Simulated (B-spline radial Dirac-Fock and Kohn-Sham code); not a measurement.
Magnetic form factor of the 3d shell of Tb³⁹⁺

System: Tb³⁹⁺, configuration [Ar] 3d8.

These are calculated numbers from a radial B-spline solver; the model is Dirac-Fock densities. ⟨j_K⟩ is the integral of the 3d radial density with the spherical Bessel function j_K(4πsr), s = sin θ/λ.

```
s (Å⁻¹)    ⟨j0⟩    ⟨j2⟩    ⟨j4⟩
      0  1.0000  0.0000  0.0000
   0.05  0.9991  0.0004  0.0000
    0.1  0.9964  0.0014  0.0000
   0.15  0.9919  0.0032  0.0000
    0.2  0.9856  0.0058  0.0000
   0.25  0.9776  0.0089  0.0000
    0.3  0.9678  0.0128  0.0001
   0.35  0.9565  0.0172  0.0001
    0.4  0.9436  0.0223  0.0002
   0.45  0.9291  0.0279  0.0003
    0.5  0.9133  0.0340  0.0005
    0.6  0.8776  0.0476  0.0010
    0.7  0.8372  0.0626  0.0018
    0.8  0.7929  0.0787  0.0030
    0.9  0.7456  0.0953  0.0046
      1  0.6961  0.1121  0.0067
    1.1  0.6451  0.1287  0.0093
    1.2  0.5935  0.1446  0.0124
    1.4  0.4913  0.1733  0.0203
    1.6  0.3943  0.1961  0.0302
```

Radial moments of the shell: ⟨r²⟩ = 0.04929, ⟨r⁴⟩ = 0.004146, ⟨r⁶⟩ = 0.0005333 in powers of bohr.
